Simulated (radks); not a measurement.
Values are calculated unless marked as measured or tabulated.
Radial electron density D(r) = 4 pi r^2 rho(r) of an atom or ion with 17 electrons. Code: a radial shooting solver on a logarithmic mesh with Libxc functionals. Model: non-relativistic Kohn-Sham, SCAN, spin-polarised, spherical densities, point nucleus; meta-GGA in the generalised Kohn-Sham scheme.

r (bohr)  D(r) (e/bohr)  spin D(r)
0.00282          0.4750  0.0000231
0.003154         0.5863  0.0000287
0.003556         0.7335  0.0000362
0.004009         0.9157  0.0000456
0.004485          1.124  0.0000566
0.005056          1.397  0.0000714
0.005701          1.730  0.0000901
0.006377          2.107   0.000112
0.00719           2.593   0.000142
0.008106          3.178   0.000181
0.009067          3.826   0.000228
0.01022           4.645   0.000293
0.01153           5.606   0.000380
0.01289           6.641   0.000489
0.01454           7.908   0.000646
0.01639           9.338   0.000865
0.01833           10.81    0.00115
0.02067           12.53    0.00158
0.0233            14.35    0.00219
0.02607           16.09    0.00300
0.02939           17.94    0.00423
0.03314           19.69    0.00602
0.03706           21.13    0.00838
0.04179           22.36     0.0119
0.04712           23.16     0.0170
0.0527            23.45     0.0234
0.05942           23.23     0.0328
0.067             22.48     0.0454
0.07494           21.39     0.0606
0.08449           19.98     0.0812
0.09526           18.59      0.107
0.1066            17.56      0.134
0.1201            17.01      0.167
0.1355            17.22      0.201
0.1515            18.15      0.231
0.1708            19.77      0.255
0.1926            21.71      0.267
0.2154            23.36      0.260
0.2429            24.43      0.231
0.2739            24.32      0.181
0.3063            22.96      0.119
0.3454            20.24     0.0521
0.3894            16.63    0.00244
0.4356            13.02   -0.00821
0.4911            9.585     0.0425
0.5537            7.144      0.161
0.6193            5.986      0.329
0.6983            5.826      0.550
0.7873            6.352      0.770
0.8806            6.947      0.930
0.9929            7.219       1.01
1.119             6.857      0.974
1.252             5.964      0.854
1.412             4.630      0.665
1.592             3.212      0.461
1.78              2.051      0.293
2.007             1.121      0.159
2.263            0.5339     0.0739
2.532            0.2332     0.0314
2.854           0.08191     0.0105
3.218           0.02405    0.00290
3.6            0.006414   0.000712
4.059          0.001260   0.000124

What is the nuclear charge?

Answer. Z = 20. The innermost maximum, from 1s, lies near 1/Z = 0.05 bohr (found: 0.0536), and its height grows with Z. The density is that of the calcium ion Ca3+ in [Ne] 3s2 3p(up 3, down 2); the configuration itself is not fixed sharply by these data, and Z only to about a unit. D(r) has 3 maxima, at r = 0.0536, 0.255, 0.985 bohr, and minima at 0.124, 0.671 bohr, inside which lie 2.16, 10.36 electrons.
